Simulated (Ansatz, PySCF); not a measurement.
Caution: the restricted solution is unstable towards spin-unrestricted or complex orbitals, so a lower solution exists and this singlet may not be the ground state. This singlet lies 0.19 eV below the relaxed triplet at the level composite: frozen-core CCSD(T) with HF/cc-pVQZ and the correlation energy extrapolated as X^-3 from cc-pVTZ and cc-pVQZ, plus CCSDT(Q) minus CCSD(T) in cc-pVDZ // PBE0-D3(BJ)/def2-TZVP (Ansatz, a program for electronic structure); other levels give the other order.

Z-matrix (Å, degrees):
```
Al
H 1 1.5966
H 1 1.5966 2 118.20
Si 1 2.4690 2 120.91 3 -179.38
H 4 1.5381 1 82.70 2 89.69
```
Charge 0, multiplicity 1.

Task: What is the computed total energy, HOMO–LUMO gap, dipole moment, LUMO and HOMO (PBE0-D3(BJ)/def2-TZVP run with PySCF)?

Result: 
- total energy: -533.4026 Ha
- HOMO–LUMO gap: 2.93 eV
- dipole moment: 0.11 D
- LUMO: -3.35 eV
- HOMO: -6.28 eV
